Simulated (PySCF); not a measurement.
## Ga⁵⁺: ionisation energy

Ga⁵⁺ [Ar] 3d8 [3d3/2^4 3d5/2^4, M_J = 4] → Ga⁶⁺ [Ar] 3d7 [3d3/2^4 3d5/2^3, M_J = 9/2], as a difference of total energies. Calculation: PySCF 2.14, in an uncontracted even-tempered set (18 s from 0.2 bohr⁻², ratio 2.8; 13 p from 0.26 bohr⁻², ratio 2.8; 9 d from 0.26 bohr⁻², ratio 2.8; 4 f from 2.2 bohr⁻², ratio 3); the two-component X2C-1e Hamiltonian. Correlated levels: [Ne] frozen; the 76 highest virtual spinors dropped. "Screened" scales the spin-orbit matrix elements by Boettger's factors to mimic the two-electron term; Breit and QED terms are absent.

| method | ionisation energy (eV) |
| --- | --- |
| GHF (screened spin-orbit) | 110.57 |
| GMP2 (screened spin-orbit) | 112.52 |

Question: How much does correlation contribute at GMP2 (screened spin-orbit)?

Answer: 112.52 − (110.57) = 1.95 eV, measured against GHF (screened spin-orbit).

The labels give the starting determinants; with spin-orbit coupling the two ends relaxed to ⟨J²⟩ = 20.00, ⟨L²⟩ = 12.02, ⟨S²⟩ = 2.00 and ⟨J²⟩ = 24.75, ⟨L²⟩ = 12.07, ⟨S²⟩ = 3.73.

For comparison: 112.7 ± 1.1 eV (theoretical estimate listed by NIST; NIST Atomic Spectra Database, ionization energies).
